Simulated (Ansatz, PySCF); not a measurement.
The pair A = C2H2 (SMILES C#C) (first 4 atoms), B = C2H6O (SMILES COC); geometry from B3LYP-D3(BJ)/def2-TZVP.
(charge 0, multiplicity 1):
| atom | x (Å) | y (Å) | z (Å) |
|---|---|---|---|
| C | 0.5363 | 0.0417 | -0.2194 |
| C | 0.0530 | 0.0058 | 0.8766 |
| H | 0.9640 | 0.0733 | -1.1915 |
| H | -0.3742 | -0.0248 | 1.8575 |
| C | -0.4745 | 1.3714 | 4.3598 |
| O | -0.7518 | 0.0487 | 3.9441 |
| C | 0.1062 | -0.9013 | 4.5446 |
| H | 0.5492 | 1.6652 | 4.0966 |
| H | -0.6041 | 1.4801 | 5.4433 |
| H | -1.1769 | 2.0269 | 3.8480 |
| H | 1.1555 | -0.7074 | 4.2898 |
| H | -0.1782 | -1.8813 | 4.1656 |
| H | 0.0019 | -0.8929 | 5.6363 |

Frozen-core correlation.

The values were computed with Ansatz (Gaussian orbitals); PySCF for the dispersion terms. 

The monomers are drawn apart, rigid, along the line of their centres of mass. Counterpoise-corrected interaction energies (kcal/mol):

```json
[
 {"level": "PBE/def2-TZVPPD", "R = 4.869 Å": "-1.4659", "R = 5.718 Å": "-0.6009"},
 {"level": "PBE-D3(BJ)/def2-TZVPPD", "R = 4.869 Å": "-1.9350", "R = 5.718 Å": "-0.7862"},
 {"level": "wB97M-V/def2-TZVPPD", "R = 4.869 Å": "-1.7806", "R = 5.718 Å": "-0.7609"},
 {"level": "CCSD(T)/aug-cc-pVDZ", "R = 4.869 Å": "-1.7571", "R = 5.718 Å": "-0.7423"}
]
```

Task: R is the distance of the centres of mass. Find the local exponent m of E ∝ R⁻ᵐ between the two points.

Result: 
m = ln(E₁/E₂)/ln(R₂/R₁): PBE/def2-TZVPPD 5.6; PBE-D3(BJ)/def2-TZVPPD 5.6; wB97M-V/def2-TZVPPD 5.3; CCSD(T)/aug-cc-pVDZ 5.4. For scale, two fixed dipoles give m = 3, dipole and quadrupole 4, quadrupoles 5, and dispersion or dipole-induced dipole 6 at long range; at these distances several terms mix, and what is left of overlap and damping shifts m, so it need not match one of them.

Ansatz is a first-principles code.
